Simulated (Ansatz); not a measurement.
`BN([SiH2])[SiH3]` radical. Charge 0, multiplicity 2. The structure was optimised at the PBE0-D4/def2-TZVP level.

```xyz
11

B    -1.212    0.833   -0.707
N    -0.054    0.193   -0.212
Si    1.478    1.045   -0.248
Si   -0.114   -1.448    0.415
H    -1.128    1.952   -1.132
H    -2.263    0.258   -0.699
H     2.381    0.401    0.750
H     1.266    2.483    0.069
H     1.061   -2.197   -0.101
H    -1.371   -2.089   -0.034
H    -0.046   -1.432    1.899
```

Q: What is the dipole moment at B3LYP/def2-TZVPP? (Estimate.)

A: Computed: 0.71 D, with components (0.49, -0.44, 0.27) D in this frame, pointing from negative to positive charge.

Q: And with PBE, r2SCAN, ωB97M-V? (Best estimate.)

A: Computed: PBE 0.80 D, r2SCAN 0.72 D, ωB97M-V 0.70 D.

Q: Give the Mulliken charges with B3LYP, r2SCAN, ωB97M-V in def2-TZVPP. (An estimate is asked.)

A: Computed: 
```
atom  B3LYP  r2SCAN  ωB97M-V
  B1  -0.11   -0.02    -0.14
  N2  -0.16   -0.23    -0.23
 Si3   0.19    0.23     0.12
 Si4   0.31    0.34     0.20
  H5   0.01   -0.02     0.05
  H6   0.02   -0.01     0.06
  H7  -0.06   -0.06    -0.01
  H8  -0.04   -0.05     0.00
  H9  -0.06   -0.06    -0.02
 H10  -0.05   -0.06    -0.01
 H11  -0.06   -0.07    -0.02
```

B3LYP here is the variant with VWN-RPA as its local correlation; programs differ in this.
